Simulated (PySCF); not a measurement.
Compound: C7H9N.
SMILES with atom numbers: `[CH3:1][c:2]1[cH:3][cH:4][cH:5][cH:6][c:7]1[NH2:8]` (hydrogens: H9, H10, H11 on C1; H12 on C3; H13 on C4; H14 on C5; H15 on C6; H16, H17 on N8)

Computed with TDDFT CAM-B3LYP/def2-SVPD, vertical, gas phase, core orbitals frozen in the response (PySCF 2.14.0, density-fitted response routines). Geometry: PBE0-D3(BJ)/def2-SVP; no solvent, vibrations or thermal averaging. Torsions of this conformer, `[CH3:1][c:2]1[cH:3][cH:4][cH:5][cH:6][c:7]1[NH2:8]`: H–N8–C7–C6 155°, H–N8–C7–C6 19°.

Computed singlets:

```
state  E (eV)       f
   S1    4.94   0.048
   S2    5.55   0.022
   S3    5.68   0.088
   S4    6.30  0.0010
   S5    6.39  0.0034
   S6    6.70   0.378
   S7    6.76   0.594
   S8    6.93  0.0030
   S9    7.15   0.015
  S10    7.29   0.013
```

**Question.** How much of the mean static polarisability do these states give, one by one?

**Answer.** Each state adds f / ΔE² (ΔE in hartree, 27.2114 eV).

| state | f/ΔE² (au) | running sum (au) | running share of α (%) |
| --- | --- | --- | --- |
| S1 | 1.45 | 1.45 | 1.6 |
| S2 | 0.52 | 1.97 | 2.2 |
| S3 | 2.03 | 4.00 | 4.4 |
| S4 | 0.02 | 4.02 | 4.4 |
| S5 | 0.06 | 4.08 | 4.5 |
| S6 | 6.24 | 10.32 | 11.3 |
| S7 | 9.63 | 19.95 | 21.9 |
| S8 | 0.05 | 20.00 | 21.9 |
| S9 | 0.22 | 20.22 | 22.2 |
| S10 | 0.18 | 20.40 | 22.4 |

The full response gives 91.14 au (13.51 Å³), so 70.7 au comes from the higher roots of the same equations.

**Question.** By how much does the contribution of these states grow at 1064 nm?

**Answer.** With ω = 0.0428 hartree each state's term in the mean polarisability goes from f / ΔE² to f / (ΔE² − ω²); the sum over all 10 states goes from 20.40 to 21.10 au, a rise of 0.70 au.

The largest single term belongs to S7, which also has the largest f.
